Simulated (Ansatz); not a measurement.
```yaml
crystal:
  periodic: [false, false, false]
  atoms:
    - {symbol: O, position_ang: [-3.803343, -1.163335, 5.511088]}
    - {symbol: C, position_ang: [-1.649976, -0.038758, 3.207646]}
    - {symbol: Ga, position_ang: [-1.979075, -2.678590, -0.640304]}
    - {symbol: O, position_ang: [0.585342, -1.575341, -3.820135]}
    - {symbol: Ge, position_ang: [3.383820, 1.499021, -4.142818]}
    - {symbol: H, position_ang: [-3.629102, 0.126866, 7.369641]}
    - {symbol: H, position_ang: [-2.124535, 2.430728, 2.551411]}
    - {symbol: H, position_ang: [0.807746, -0.116458, 4.048578]}
    - {symbol: H, position_ang: [-4.121604, -5.579793, -1.355931]}
    - {symbol: H, position_ang: [5.903925, 1.150384, -1.528835]}
    - {symbol: H, position_ang: [1.716193, 4.721986, -3.777365]}
    - {symbol: H, position_ang: [4.910609, 1.223314, -7.422975]}
basis:
  gaussian: {orbitals: def2-mTZVP, nuclear_model: gaussian}
hamiltonian: {xc: {name: SVWN5}}
output: {forces: true}
```

```sh
$ ansatz run in.yaml --threads 4 --pin off --events-out ev --progress --plain --max-ram 10444MiB
```

It prints (some lines left out):

```
Functional definition: SVWN5
1514 factors; their error is unknown
mean field evaluation 1: about -113824.2557 eV, gradient 1.4e2 eV
mean field evaluation 2: about -112955.0171 eV, gradient 2.0e2 eV
mean field evaluation 4: about -113383.7326 eV, gradient 3.0e2 eV
mean field evaluation 8: about -113889.4091 eV, gradient 9.9e0 eV
mean field evaluation 16: about -113890.3597 eV, gradient 2.2e-1 eV
mean field evaluation 32: about -113890.4531 eV, gradient 1.4e-3 eV
mean field evaluation 224: about -113890.4525 eV, gradient 3.9e-2 eV
mean field -113890.45313300 eV, -4185.3969549160 hartree, gradient 2.8e-6 eV, S^2 0.000000; 9 other end points of the search recorded, 0 dependent functions left out
reference -113890.45322278 eV, -4185.3969582153 hartree; 46, 46 occupied and 114, 114 virtual orbitals, 1514 factors
Total energy: -113890.45322278 eV, -4185.3969582153 hartree
Atom 0 at    -3.803343    -1.163335     5.511088 Å, force     0.596575     1.645105     1.576107 eV/Å
Atom 1 at    -1.649976    -0.038758     3.207646 Å, force     0.863177     1.148806     0.397662 eV/Å
Atom 2 at    -1.979075    -2.678590    -0.640304 Å, force    -0.041026    -0.224764    -0.309136 eV/Å
Atom 3 at     0.585342    -1.575341    -3.820135 Å, force     0.087554     0.291208     0.294988 eV/Å
Atom 4 at     3.383820     1.499021    -4.142818 Å, force     0.179561     0.168621    -0.058942 eV/Å
Atom 5 at    -3.629102     0.126866     7.369641 Å, force    -0.153929    -1.411371    -2.066160 eV/Å
Atom 6 at    -2.124535     2.430728     2.551411 Å, force     0.323477    -1.553117     0.479303 eV/Å
Atom 7 at     0.807746    -0.116458     4.048578 Å, force    -1.618554     0.114004    -0.504954 eV/Å
Atom 8 at    -4.121604    -5.579793    -1.355931 Å, force     0.290277     0.386331     0.096273 eV/Å
Atom 9 at     5.903925     1.150384    -1.528835 Å, force    -0.509594     0.051045    -0.512119 eV/Å
Atom 10 at     1.716193     4.721986    -3.777365 Å, force     0.314543    -0.660545    -0.074478 eV/Å
Atom 11 at     4.910609     1.223314    -7.422975 Å, force    -0.332062     0.044677     0.681455 eV/Å
Dipole moment:     0.077440    -0.108582    -0.405132 e Å
```

Question: Something in this input is off. What?

Answer: The coordinates are in bohr but typed as ångström. The calculation finished and met its thresholds. The result belongs to that input, not to the molecule as meant.
